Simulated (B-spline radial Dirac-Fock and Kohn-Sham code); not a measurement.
Method: the Dirac equation of a negative muon with reduced mass in the field of a spherical finite nucleus, with the Uehling potential to all orders; nuclear polarisation, deformation, hyperfine structure, self-energy, higher-order vacuum polarisation, relativistic recoil and electron screening are left out. Computed with a radial B-spline solver. The nuclear charge is a Fermi distribution (skin thickness 2.3 fm).

Question: A muonic atom of atomic mass 96.94 u emits these computed lines: 2p3/2 → 1s1/2 2203 keV, 3d5/2 → 2p3/2 539.1 keV, 4f7/2 → 3d5/2 188.4 keV, 5g9/2 → 4f7/2 86.94 keV. Which element is it, and what rms charge radius was used?

Answer: Rubidium (Z = 37, nuclide ⁹⁷Rb); the high transitions hardly feel the nucleus and fix Z. The 2p → 1s line lies 750.5 keV below the value for a point nucleus without QED, which for this nuclear model gives a radius near 4.42 fm (4.4231 fm was used).
